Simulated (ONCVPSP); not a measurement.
# Which change was made? (As, ONCV)

- Element: arsenic (As)
- Generator: ONCVPSP 4.0.1
- Type: optimised norm-conserving Vanderbilt (ONCV)
- Functional: PBE
- Relativity: scalar-relativistic
- Frozen core: [Ar] 3d10
- Valence charge: 5
- Reference configuration: 4s1.5 4p3.5
- Partial waves: 4s: rc 1.50 bohr, ncon 3, nbas 7, qcut 4.1 1/bohr, 2 projectors, debl 0.4 Ha; 4p: rc 1.60 bohr, ncon 4, nbas 9, qcut 6 1/bohr, 2 projectors, debl 0.8 Ha; d scattering state at 0.07 Ha: rc 1.60 bohr, ncon 5, nbas 8, qcut 5.7 1/bohr, 1 projector
- Local potential: polynomial inside 1.30 bohr (lpopt 5, dvloc0 1 Ha)
- Core correction: Teter function, fcfact 3.75, rcfact 1.65

In the s channel the program set the typed energies aside and used -0.549, 0.250 Ha.

Cutoffs, loose and tight: the cutoffs (Ha) at which the residual kinetic energy of the hardest occupied pseudo-wave falls to 1 and 0.1 mHa per electron. They do not see the model core or the augmentation charge, which bear on the density cutoff. Test errors are all-electron minus pseudo excitation energies from the reference, over the configurations 4s2 4p3; 4s2 4p2; 4s2 4p1; 4s0 4p5; variants that change the core or the reference have their own tests.

The base gives: outcome: generated, projector energies reset by the program; cutoff, loose: 13 Ha; cutoff, tight: 54 Ha; bound ghosts: none; GHOST(+) flags above zero: s, d; largest test error (meV): -146.

Problem. After one change the result is: outcome: generated, projector energies reset by the program; cutoff, loose: 13 Ha; cutoff, tight: 54 Ha; bound ghosts: d; GHOST(+) flags above zero: s, d; largest test error (meV): -146. Which change was it?
A. d: rc 1.5, qcut 6.1, nproj 0; local potential the d channel
B. core correction Teter function, fcfact 1.5, rcfact 1.6
C. core correction Teter function, fcfact 6.6, rcfact 1.65
D. local potential polynomial inside 1.30 bohr (lpopt 5, dvloc0 2.5 Ha)
E. s: qcut 3.9

Solution. D. The others give: s: qcut 3.9 → outcome: generated, projector energies reset by the program; cutoff, loose: 17 Ha; cutoff, tight: 57 Ha; bound ghosts: none; GHOST(+) flags above zero: s, d; largest test error (meV): -146 | d: rc 1.5, qcut 6.1, nproj 0; local potential the d channel → outcome: generated, projector energies reset by the program; cutoff, loose: 13 Ha; cutoff, tight: 54 Ha; bound ghosts: s, p; GHOST(+) flags above zero: none; largest test error (meV): -146 | core correction Teter function, fcfact 6.6, rcfact 1.65 → outcome: generated, projector energies reset by the program; cutoff, loose: 13 Ha; cutoff, tight: 54 Ha; bound ghosts: none; GHOST(+) flags above zero: s, d; largest test error (meV): -230 | core correction Teter function, fcfact 1.5, rcfact 1.6 → outcome: generated, projector energies reset by the program; cutoff, loose: 13 Ha; cutoff, tight: 54 Ha; bound ghosts: none; GHOST(+) flags above zero: s, d; largest test error (meV): -57.
